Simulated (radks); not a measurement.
Values are calculated unless marked as measured or tabulated.
Coulomb parameter of the 5d shell of neutral hafnium in the model configuration [Xe] 4f14 5d0.5 6s2 6p1.5, as a second difference U = [E(n + 0.25) + E(n - 0.25) - 2 E(n)] / (0.25)^2 with all orbitals relaxed. "Bare": the charge of the atom changes with n. "Screened": the 6p shell takes up the change at fixed total charge, which measures U(5d,5d) + U(6p,6p) - 2 U(5d,6p). Code: a radial shooting solver on a logarithmic mesh with Libxc functionals. Model: scalar-relativistic Kohn-Sham, PBE, spin-unpolarised, spherical densities, finite nucleus; Fermi nuclear charge, rms radius 5.347 fm.

case                          configuration  E - E(n) (eV)
start             [Xe] 4f14 5d0.5 6s2 6p1.5          0.000
bare +0.25       [Xe] 4f14 5d0.75 6s2 6p1.5         -1.313
bare -0.25       [Xe] 4f14 5d0.25 6s2 6p1.5          1.796
screened +0.25  [Xe] 4f14 5d0.75 6s2 6p1.25         -0.819
screened -0.25  [Xe] 4f14 5d0.25 6s2 6p1.75          0.922

U(bare) = 7.738 eV, U(screened by 6p) = 1.638 eV, against the Slater integral F0(5d,5d) = 11.448 eV with frozen orbitals. The step up makes a negative ion, whose loosely bound charge lowers the bare value.
